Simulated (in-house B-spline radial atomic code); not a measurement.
The numbers below are computed, except where a source is named.
Correlation energy from the adiabatic connection: −Z exp(−kr)/r, Z = 1.71, k = 0.0968

Two electrons in a singlet, external potential −Z exp(−kr)/r, Z = 1.71, k = 0.0968 (atomic units). Full CI in B-splines (partial waves to l = 8, correlation up to 0.6 % small) with the density held fixed gives W(λ) = <V_ee>_λ − U, and E_c is the integral of W(λ) − W(0) from 0 to 1.

```csv
λ,W(λ) − W(0) (hartree)
0,0.00000
0.02,-0.00195
0.05,-0.00484
0.12,-0.01140
0.25,-0.02295
0.4,-0.03532
0.6,-0.05041
0.8,-0.06410
1,-0.07655
```

Problem. Integrate the table by the trapezoid rule.

Solution. The strips give -0.00002, -0.00010, -0.00057, -0.00223, -0.00437, -0.00857, -0.01145, -0.01406, which sum to -0.04138 hartree. The direct value, W(1) − W(0) + T_c with T_c = 0.03508, is -0.04147; the curve is convex, so chords lie above it and the trapezoids fall short in size by 0.22 %.

Problem. Now use only three numbers: W(0) = -0.83704, the initial slope W'(0) = -0.0982 (extrapolated from the first points) and the strong-coupling limit of the point-charge-plus-continuum model, W∞ = -1.1971. What do second-order theory and the interpolation W(λ) = W∞ + (W(0) − W∞)/√(1 + 2χλ) of Seidl, Perdew and Levy give?

Solution. Second order keeps the slope alone: E_c = W'(0)/2 = -0.04910, +18 % in size against -0.04147. Matching the slope fixes χ = W'(0)/(W∞ − W(0)) = -0.0982/(-0.36006) = 0.27273. Integrating, with s = √(1 + 2χ) = 1.243167, E_c = −(W(0) − W∞)(s − 1)/(s + 1) = −0.36006 × 0.243167/2.243167 = -0.03903 hartree, -5.9 % in size against the full result. At λ = 1 the formula gives W − W(0) = -0.07043 against -0.07655. Part of the miss can come from the model's W∞.
